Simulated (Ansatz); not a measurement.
Breaking the Te1–H2 bond in CH4Te (SMILES C[TeH]) (multiplicity 1 held, fragments rigid). Energies count from the point at 1.663 Å.
Geometry at that point (charge 0, multiplicity 1):
```csv
atom,x (Å),y (Å),z (Å)
Te,0.0120,0.2353,0.2318
H,-0.3430,1.3648,-0.9364
C,-0.0305,-1.4190,-1.1661
H,0.7315,-1.2755,-1.9253
H,-1.0182,-1.4980,-1.6087
H,0.1882,-2.3118,-0.5851
```

Restricted levels (R-, RO-) in cc, def2 and unpolarised 6-31G sets keep to the state of the molecule at rest. U- levels take the lowest unrestricted solution at each point, which mixes spins at long bonds. Active spaces are followed from a long bond inwards. Curves can end on different states.

Correlated levels freeze the cores. Filled d and f shells under p-block atoms count as core.

Programs: Ansatz (a first-principles code). Each number belongs to the level named beside it. In def2 rows elements past Kr take small-core potentials, without spin–orbit coupling.

Energies in eV.

```
R (Å)  U-HF/def2-SVP  R-MP2/def2-SVP  U-SCS-MP2/def2-SVP  FIC-NEVPT4(SD) on CASSCF(2,2)/def2-SVP  FIC-MRCISD+Q on CASSCF(2,2)/def2-SVP
-----  -------------  --------------  ------------------  --------------------------------------  ------------------------------------
1.331           1.55            1.58                1.60                                    1.63                                  1.62
1.497           0.27            0.29                0.30                                    0.32                                  0.31
1.663           0.00            0.00                0.00                                    0.00                                  0.00
1.830           0.24            0.21                0.20                                    0.17                                  0.17
1.996           0.71            0.65                0.63                                    0.55                                  0.56
2.245           1.44            1.45                1.74                                    1.22                                  1.23
2.495           1.80            2.21                2.37                                    1.81                                  1.83
2.911           2.02            3.24                2.74                                    2.46                                  2.48
3.327           2.08            3.89                2.84                                    2.76                                  2.78
3.826           2.10            4.24                2.87                                    2.88                                  2.90
4.491           2.11            4.12                2.88                                    2.91                                  2.94
5.322           2.11            3.45                2.89                                    2.92                                  2.94
```

Doubts at one or more of the structures used: a spin-contaminated determinant (U-HF/def2-SVP, U-SCS-MP2/def2-SVP); a restricted determinant that unrestricted orbitals would lower (R-MP2/def2-SVP).
